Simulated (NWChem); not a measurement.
Program: NWChem. System: H3Si2, charge 0, spin multiplicity 2, at a geometry optimised with UPBE0/def2-SVP. The structure started from a generated list of species. Its SCF solution wasn't tested for a lower state. Level: UPBE/def2-TZVP.

Output (cleaned and shortened):

```
             Northwest Computational Chemistry Package (NWChem) 7.3.0
             --------------------------------------------------------

                                NWChem Input Module
                                -------------------

 Scaling coordinates for geometry "geometry" by  1.889725989
 (inverse scale =  0.529177249)

                             Geometry "geometry" -> ""
                             -------------------------

 Output coordinates in angstroms (scale by  1.889725989 to convert to a.u.)

  No.       Tag          Charge          X              Y              Z
 ---- ---------------- ---------- -------------- -------------- --------------
    1 Si                  14.0000    -0.54054100    -1.10986100     0.03041900
    2 Si                  14.0000     0.38159100     0.97584100    -0.03299400
    3 H                    1.0000     0.84953200    -1.70548900    -0.21560500
    4 H                    1.0000     1.80434000     1.34650400     0.26356000
    5 H                    1.0000    -0.42855800     2.23525800    -0.01190300

 Effective nuclear repulsion energy (a.u.)      67.8009874775

            Nuclear Dipole moment (a.u.)
            ----------------------------
        X                 Y               Z
 ---------------- ---------------- ----------------
     0.0000264562    -0.0000132281     0.0000037795


 Summary of "ao basis" -> "" (spherical)
 ------------------------------------------------------------------------------
       Tag                 Description            Shells   Functions and Types
 ---------------- ------------------------------  ------  ---------------------
 *                         def2-tzvp                  on all atoms

  pbe96 is a nonlocal functional; adding pw91lda local functional.

                                 NWChem DFT Module
                                 -----------------

 Summary of "ao basis" -> "ao basis" (spherical)
 ------------------------------------------------------------------------------
       Tag                 Description            Shells   Functions and Types
 ---------------- ------------------------------  ------  ---------------------
 Si                        def2-tzvp                13       37   5s5p2d1f
 H                         def2-tzvp                 4        6   3s1p

 Summary of "ao basis" -> "ao basis" (spherical)
 ------------------------------------------------------------------------------
       Tag                 Description            Shells   Functions and Types
 ---------------- ------------------------------  ------  ---------------------
 Si                        def2-tzvp                13       37   5s5p2d1f
 H                         def2-tzvp                 4        6   3s1p

            General Information
            -------------------
          SCF calculation type: DFT
          Wavefunction type:  spin polarized.
          No. of atoms     :     5
          No. of electrons :    31
           Alpha electrons :    16
            Beta electrons :    15
          Charge           :     0
          Spin multiplicity:     2
          Use of symmetry is: off; symmetry adaption is: off
          Maximum number of iterations: 100
          AO basis - number of functions:    92
                     number of shells:    38
          Convergence on energy requested:  1.00D-06
          Convergence on density requested:  1.00D-05
          Convergence on gradient requested:  5.00D-04

              XC Information
              --------------
          PerdewBurkeErnzerhof Exchange Functional  1.000
            Perdew 1991 LDA Correlation Functional  1.000 local
           PerdewBurkeErnz. Correlation Functional  1.000 non-local

             Grid Information
             ----------------
          Grid used for XC integration:  medium
          Radial quadrature: Mura-Knowles
          Angular quadrature: Lebedev.
          Tag              B.-S. Rad. Rad. Pts. Rad. Cut. Ang. Pts.
          ---              ---------- --------- --------- ---------
          Si                  1.10       88          11.0       590
          H                   0.35       45          11.0       434
          Grid pruning is: on
[...]
    83     -0.510789  4 H  s                 19      0.318819  1 Si py
    56      0.309089  2 Si py                52      0.235838  2 Si px

                     DFT Final Beta Molecular Orbital Analysis
                     -----------------------------------------

 Vector   13  Occ=1.000000D+00  E=-3.245649D-01
              MO Center=  6.4D-01,  1.4D+00,  8.0D-02, r^2= 2.4D+00
   Bfn.  Coefficient  Atom+Function         Bfn.  Coefficient  Atom+Function
  ----- ------------  ---------------      ----- ------------  ---------------
    52      0.294401  2 Si px                82      0.234987  4 H  s
    88     -0.202694  5 H  s                 81      0.148439  4 H  s
    83      0.145467  4 H  s                 87     -0.127852  5 H  s
    43     -0.125383  2 Si px                89     -0.124884  5 H  s
    49      0.119484  2 Si px                55      0.091854  2 Si px

 Vector   14  Occ=1.000000D+00  E=-2.686010D-01
              MO Center=  5.5D-02, -3.5D-01, -4.6D-02, r^2= 3.4D+00
   Bfn.  Coefficient  Atom+Function         Bfn.  Coefficient  Atom+Function
  ----- ------------  ---------------      ----- ------------  ---------------
    16      0.266719  1 Si py                53     -0.225624  2 Si py
    76     -0.211039  3 H  s                 77     -0.182983  3 H  s
    88     -0.156114  5 H  s                 41      0.140277  2 Si s
    75     -0.134787  3 H  s                 15     -0.130384  1 Si px
    89     -0.125977  5 H  s                 42      0.105976  2 Si s

 Vector   15  Occ=1.000000D+00  E=-2.113883D-01
              MO Center= -4.5D-01, -8.6D-01,  1.0D-01, r^2= 3.3D+00
   Bfn.  Coefficient  Atom+Function         Bfn.  Coefficient  Atom+Function
  ----- ------------  ---------------      ----- ------------  ---------------
     5      0.382913  1 Si s                  4      0.333843  1 Si s
    15     -0.281190  1 Si px                 3     -0.195800  1 Si s
    18     -0.173830  1 Si px                41     -0.172720  2 Si s
    16     -0.155290  1 Si py                53      0.153710  2 Si py
    42     -0.127879  2 Si s                 83      0.123708  4 H  s

 Vector   16  Occ=0.000000D+00  E=-1.667431D-01
              MO Center= -6.9D-02, -3.0D-02, -9.4D-02, r^2= 3.5D+00
   Bfn.  Coefficient  Atom+Function         Bfn.  Coefficient  Atom+Function
  ----- ------------  ---------------      ----- ------------  ---------------
    54      0.333125  2 Si pz                17      0.289709  1 Si pz
    57      0.272276  2 Si pz                20      0.217098  1 Si pz
    15      0.128658  1 Si px                45     -0.118922  2 Si pz
    51      0.113743  2 Si pz                 5     -0.112643  1 Si s
     8     -0.102398  1 Si pz                18      0.099232  1 Si px

 Vector   17  Occ=0.000000D+00  E=-8.766401D-02
              MO Center= -4.6D-02, -1.2D-01, -4.4D-02, r^2= 4.7D+00
   Bfn.  Coefficient  Atom+Function         Bfn.  Coefficient  Atom+Function
  ----- ------------  ---------------      ----- ------------  ---------------
    20      0.460296  1 Si pz                57     -0.425411  2 Si pz
    17      0.352097  1 Si pz                54     -0.311109  2 Si pz
    42      0.208238  2 Si s                 14      0.129930  1 Si pz
    83     -0.129850  4 H  s                  8     -0.125287  1 Si pz
    51     -0.116898  2 Si pz                45      0.111411  2 Si pz

 Vector   18  Occ=0.000000D+00  E=-2.077091D-02
              MO Center= -5.0D-02, -2.6D-01,  6.0D-02, r^2= 6.1D+00
   Bfn.  Coefficient  Atom+Function         Bfn.  Coefficient  Atom+Function
  ----- ------------  ---------------      ----- ------------  ---------------
    42      1.535879  2 Si s                 19     -0.905331  1 Si py
    83     -0.663224  4 H  s                 77     -0.464534  3 H  s
     5     -0.446866  1 Si s                 56     -0.386791  2 Si py
    16     -0.377771  1 Si py                41      0.301843  2 Si s
    89     -0.284423  5 H  s                 57      0.220717  2 Si pz

   alpha - beta orbital overlaps
   -----------------------------

   alpha      1      2      3      4      5      6      7      8      9     10
    beta      1      2      3      4      5      6      7      8      9     10
 overlap   1.000  1.000  1.000  1.000  1.000  1.000  1.000  0.986  0.995  0.991

   alpha     11     12     13     14     15     16     17     18     19     20
    beta     11     12     13     14     15     16     17     18     19     20
 overlap   0.999  0.999  0.999  0.998  0.991  0.996  0.989  0.984  0.987  0.993

   alpha     21     22     23     24     25     26     27     28     29     30
    beta     21     22     23     24     26     25     27     28     29     30
 overlap   0.987  0.945  0.753  0.777  0.849  0.943  0.944  0.951  0.970  0.974

   alpha     31     32     33     34     35     36     37     38     39     40
    beta     31     32     33     34     35     36     37     38     39     40
 overlap   0.988  0.984  0.974  0.971  0.991  0.991  0.887  0.882  0.997  0.999

   alpha     41     42     43     44     45     46     47     48     49     50
    beta     41     42     43     44     45     46     47     48     49     50
 overlap   0.999  0.999  0.857  0.969  0.840  0.941  0.943  0.974  0.950  0.747

   alpha     51     52     53     54     55     56     57     58     59     60
    beta     51     52     53     54     55     56     57     58     59     60
 overlap   0.747  0.896  0.895  0.868  0.867  0.973  0.978  0.976  0.820  0.822

   alpha     61     62     63     64     65     66     67     68     69     70
    beta     61     62     63     64     65     66     67     68     69     70
 overlap   0.990  0.993  0.985  0.983  0.988  0.992  0.997  0.999  0.998  0.998

   alpha     71     72     73     74     75     76     77     78     79     80
    beta     71     72     73     74     75     76     77     78     79     80
 overlap   0.999  0.999  0.993  0.992  0.997  0.994  0.994  1.000  1.000  1.000

   alpha     81     82     83     84     85     86     87     88     89     90
    beta     81     82     83     84     85     86     87     88     89     90
 overlap   1.000  1.000  1.000  1.000  0.998  0.998  1.000  1.000  1.000  1.000

   alpha     91     92
    beta     91     92
 overlap   1.000  1.000

     --------------------------
     Expectation value of S2:
     --------------------------
      <S2> =      0.7674 (Exact =     0.7500)

 center of mass
 --------------
 x =  -0.07062620 y =  -0.05954967 z =  -0.00114409

 moments of inertia (a.u.)
 ------------------
         253.588976463298         -96.973550407861           1.834703049954
         -96.973550407861          59.039357766873           4.088813011094
           1.834703049954           4.088813011094         311.390452258117

     Multipole analysis of the density
     ---------------------------------

     L   x y z        total         alpha         beta         nuclear
     -   - - -        -----         -----         ----         -------
     0   0 0 0     -0.000000    -16.000000    -15.000000     31.000000

     1   1 0 0      0.182325      0.091351      0.090947      0.000026
     1   0 1 0      0.336255      0.026278      0.309990     -0.000013
     1   0 0 1     -0.048154      0.187287     -0.235445      0.000004

     2   2 0 0    -22.914291    -31.068458    -28.592646     36.746813
     2   1 1 0     -0.214624    -25.103103    -23.802666     48.691144
     2   1 0 1      0.292439     -0.103346      0.784930     -0.389144
     2   0 2 0    -22.081026    -84.924287    -81.052573    143.895834
     2   0 1 1     -0.146210     -0.001564      0.667479     -0.812126
     2   0 0 2    -20.660537    -13.064368     -8.111423      0.515254

 Task  times  cpu:       11.3s     wall:       11.3s

 Total times  cpu:       11.3s     wall:       11.3s
```

Problem. Write an NWChem input that would produce this output.

Solution. One answer among several that fit: 
```
start mol
memory heap 200 mb stack 900 mb global 1100 mb
geometry units angstroms nocenter noautoz noautosym
  Si    -0.540541    -1.109861     0.030419
  Si     0.381591     0.975841    -0.032994
  H      0.849532    -1.705489    -0.215605
  H      1.804340     1.346504     0.263560
  H     -0.428558     2.235258    -0.011903
end
basis spherical
  * library def2-tzvp
end
dft
  xc xpbe96 cpbe96
  odft
  mult 2
  semidirect memsize 60000000 filesize 0
  iterations 100
end
task dft energy
```
